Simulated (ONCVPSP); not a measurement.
## mercury (Hg), ONCV: configuration errors across variants

| Quantity | Value |
| --- | --- |
| Element | mercury (Hg) |
| Generator | ONCVPSP 4.0.1 |
| Type | optimised norm-conserving Vanderbilt (ONCV) |
| Functional | PBE |
| Relativity | scalar-relativistic |
| Frozen core | [Kr] 4d10 4f14 5s2 |
| Valence charge | 18 |
| Reference configuration | 5p6 5d10 6s1 (charge +1) |
| Partial waves | 6s: rc 1.95 bohr, ncon 4, nbas 8, qcut 2.8 1/bohr, 2 projectors, debl 0.3 Ha; 5p: rc 1.55 bohr, ncon 5, nbas 9, qcut 9.6 1/bohr, 3 projectors, debl 3.9 Ha; 5d: rc 2.15 bohr, ncon 3, nbas 8, qcut 7 1/bohr, 2 projectors, debl 2.3 Ha |
| Local potential | polynomial inside 1.05 bohr (lpopt 4, dvloc0 0 Ha) |
| Core correction | none |

In the s channel the program set the typed energies aside and used -0.541, 0.250 Ha.

All-electron excitation energies from the reference (eV): (1) 5p6 5d10 6s2 -10.688; (2) 5p6 5d10 6s0 18.976; (3) 5p6 5d9 6s0 54.502; (4) 5p6 5d8 6s0 104.258.

2 further variants failed, have other tests or another functional or relativity, and are left out.

A true bound ghost makes a file unfit for plane-wave use even where its test errors are small: the radial tests pick states by their node count and pass the ghost by.

Errors AE − PS in meV (a dash: test not solved or not reliable):

```csv
change,(1),(2),(3),(4),bound ghosts,GHOST(+) flags above zero
base,-1.8,-16,+7.8,+84,s,s
d: qcut 7.2,-1.9,-16,+7.2,+74,s,s
d: qcut 4.4,-3.6,-28,+16,+400,s,"s, d"
p: nbas 8,-1.8,-16,+7.9,+84,s,s
```

Give the same row for: p: nproj 1.

-1.7, -16, +7.9, +86; bound ghosts: s; GHOST(+) flags above zero: s.
